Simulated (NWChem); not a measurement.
System: BeH2O; SMILES [BeH][OH]

```xyz
4

Be     0.0045    -0.8541     0.0001
H      0.0120    -2.1872     0.0003
O     -0.0035     0.5391    -0.0003
H     -0.0016     1.4863     0.0027
```
Atoms are numbered in this order, from 1.

Program: NWChem. Coordinates come from a PBE0/def2-SVP optimisation. Vzz is the largest principal value of the second derivative of the potential at the nucleus (NWChem prints the opposite sign); η is the asymmetry. Non-relativistic.

Problem. Estimate the computed values for B3LYP/def2-SVP. Quantities: Vzz Be1 (a.u.); η Be1; Vzz O3 (a.u.); η O3.

Solution. 
```json
{
  "Vzz Be1 (a.u.)": "-0.163",
  "η Be1": "0.00",
  "Vzz O3 (a.u.)": "1.316",
  "η O3": "0.00"
}
```
